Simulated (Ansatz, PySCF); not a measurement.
System: sum formula SiHF, charge 0, multiplicity 1. 
Geometry from a B3LYP-D3(BJ)/def2-TZVP (Ansatz, a quantum-chemistry and plane-wave program) optimisation:
```xyz
3

Si    -0.2468    -0.3148     0.4521
H     -0.9813    -1.2112    -0.5591
F      0.4929     0.6243    -0.6411
```

Dipole moments at this geometry, in debye (magnitudes).

| level | program | dipole (D) |
|---|---|---|
| BLYP/def2-TZVPD | Ansatz | 0.95 |
| M06-L/def2-TZVPD | PySCF | 0.92 |
| B97M-V/def2-TZVPD | Ansatz | 0.91 |
| B3LYP/def2-TZVPD | Ansatz | (withheld) |
| PBE0/def2-TZVPD | PySCF | 1.00 |
| BHLYP/def2-TZVPD | Ansatz | 1.14 |
| TPSSh/def2-TZVPD | PySCF | 0.93 |
| M06-2X/def2-TZVPD | PySCF | 1.12 |
| CCSD(T)/aug-cc-pV(D+d)Z | Ansatz | (withheld) |

Complete the blanks.


- B3LYP/def2-TZVPD, dipole (D): 1.04
- CCSD(T)/aug-cc-pV(D+d)Z, dipole (D): 1.08
